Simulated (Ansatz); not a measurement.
Species: C$_{4}$H$_{8}$ (charge 0, singlet). 
Geometry from a B3LYP-D3(BJ)/def2-TZVP (Ansatz, a program for electronic structure) optimisation:
SMILES: C/C=C/C
```xyz
12

C     -1.9511     0.1325    -0.0440
C     -0.5069     0.2933     0.3131
C      0.5069    -0.2933    -0.3131
C      1.9511    -0.1325     0.0440
H     -2.0781    -0.5365    -0.8965
H     -2.4059     1.0950    -0.2963
H     -2.5235    -0.2738     0.7952
H     -0.2899     0.9466     1.1559
H      0.2899    -0.9466    -1.1559
H      2.0781     0.5365     0.8965
H      2.5235     0.2738    -0.7952
H      2.4059    -1.0950     0.2963
```
Charge 0, spin multiplicity 1.

Basis-set convergence of Hartree-Fock and MP2 correlation energies (hartree) with Ansatz. Correlated levels leave the core frozen unless marked. No spin-orbit coupling. No relativistic terms.

```csv
basis,functions,E(HF),"E(corr, MP2)"
aug-cc-pVDZ,164,-156.12869,-0.58133
aug-cc-pVTZ,368,___,___
```

Task: Fill in the missing entries.

Result: 
- aug-cc-pVTZ, E(HF): -156.16896
- aug-cc-pVTZ, E(corr, MP2): -0.69361
